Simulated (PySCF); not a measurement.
## How methods differ on the ionisation energy of Ba¹⁷⁺

Ba¹⁷⁺ [Kr] 4d3 (4F) → Ba¹⁸⁺ [Kr] 4d2 (3F), as a difference of total energies. Calculation: PySCF 2.14, in an even-tempered Gaussian basis (20 s from 0.77 bohr⁻², ratio 2.5; 14 p from 1 bohr⁻², ratio 2.5; 10 d from 1 bohr⁻², ratio 2.5; 4 f from 4.7 bohr⁻², ratio 2.7; 4 g from 7.1 bohr⁻², ratio 2.7); the spin-free X2C one-electron Hamiltonian (Gaussian nucleus). Correlated levels: outer shells: [Ar] 3d10 frozen; virtual orbitals above 40 to 60 times the deepest correlated orbital energy dropped. The calculations carry no spin-orbit coupling.

```
                method  ionisation energy (eV)
                   UHF                  454.59
                   LDA                  455.84
                   PBE                  455.79
                  PBE0                  455.90
                r2SCAN                  456.24
    MP2 (outer shells)                  455.25
SCS-MP2 (outer shells)                  455.07
```

Question: How much does correlation contribute at MP2 (outer shells)?

Answer: 455.25 − (454.59) = 0.66 eV, measured against UHF.

A first-order spin-orbit estimate (lowest level to lowest level, LS coupling) adds -0.089 eV.

Breit and QED terms and the two-electron picture change are absent.

For comparison: 455 ± 3 eV (theoretical estimate listed by NIST; NIST Atomic Spectra Database, ionization energies).
